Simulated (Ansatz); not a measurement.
Geometry optimisation, RKS PBE/def2-SVP (Ansatz).

input.yaml

```yaml
crystal:
  periodic: [false, false, false]
  atoms:
    - { symbol: B, position_ang: [-0.169719, -0.24892, -0.432911] }
    - { symbol: Cl, position_ang: [-0.023464, -0.317199, 2.631011] }
    - { symbol: F, position_ang: [0.915697, 0.523462, -0.453773] }
    - { symbol: Cl, position_ang: [-1.746256, 0.508295, -0.760379] }
    - { symbol: O, position_ang: [-0.046398, -1.611802, -0.256308] }
    - { symbol: Al, position_ang: [-0.988626, -3.05402, -0.574306] }
    - { symbol: H, position_ang: [-0.851383, -4.173167, 0.552118] }
    - { symbol: H, position_ang: [-1.796256, -3.144768, -1.947689] }
    - { symbol: H, position_ang: [0.554706, -1.22688, 1.834137] }
basis:
  gaussian: { orbitals: def2-SVP }
hamiltonian:
  xc: pbe
relax:
  f_tol: 0.03
  max_steps: 50
```

Command:

```bash
$ ansatz run input.yaml --threads 2 --pin off --max-ram 3072MiB --backend cpu --events-out ev --progress --plain --runs-dir out
```

Question: Where does it end, and by what steps?

Answer: The forces met the threshold. After 25 steps the energy has fallen by 0.268 eV; H7 moved furthest, 1.40 Å. Joined: Cl4–Al6 (3.65 → 2.57 Å).

| step | energy less start (eV) | largest force component (eV/Å) | accepted |
| --- | --- | --- | --- |
| 0 | 0.0000 | 1.017 | yes |
| 1 | -0.0281 | 0.719 | yes |
| 2 | -0.0385 | 1.059 | yes |
| 3 | -0.0663 | 0.710 | yes |
| 4 | -0.0873 | 0.313 | yes |
| 5 | -0.0934 | 0.252 | yes |
| 6 | -0.0972 | 0.124 | yes |
| 7 | -0.0958 | 0.401 | no |
| 8 | -0.0998 | 0.060 | yes |
| 9 | -0.0999 | 0.119 | yes |
| 10 | -0.1006 | 0.074 | yes |
| 11 | -0.1018 | 0.152 | yes |
| 12 | -0.1031 | 0.168 | yes |
| 13 | -0.1043 | 0.233 | yes |
| 14 | -0.1081 | 0.207 | yes |
| 15 | -0.1161 | 0.073 | yes |
| 16 | -0.1389 | 0.146 | yes |
| 17 | -0.1762 | 0.270 | yes |
| 18 | -0.2237 | 0.602 | yes |
| 19 | -0.2269 | 0.937 | yes |
| 20 | -0.2230 | 1.279 | no |
| 21 | -0.2641 | 0.114 | yes |
| 22 | -0.2634 | 0.136 | no |
| 23 | -0.2657 | 0.118 | yes |
| 24 | -0.2665 | 0.068 | yes |
| 25 | -0.2676 | 0.022 | yes |

```xyz
9
Properties=species:S:1:pos:R:3
B -0.168 -0.308 -0.487
Cl 0.501 -0.969 2.897
F 0.463 0.850 -0.447
Cl -1.970 -0.264 -0.958
O 0.296 -1.526 -0.248
Al -1.120 -2.657 -0.568
H -1.837 -3.203 0.737
H -1.106 -3.307 -2.017
H 0.789 -1.361 1.683
```

Whether the end is a true minimum wasn't checked by a vibrational analysis.

The run took 71 s on 2 threads of AMD EPYC 7R43 64-Core Processor (Zen 3), on a shared host, peak memory 0.2 GiB.
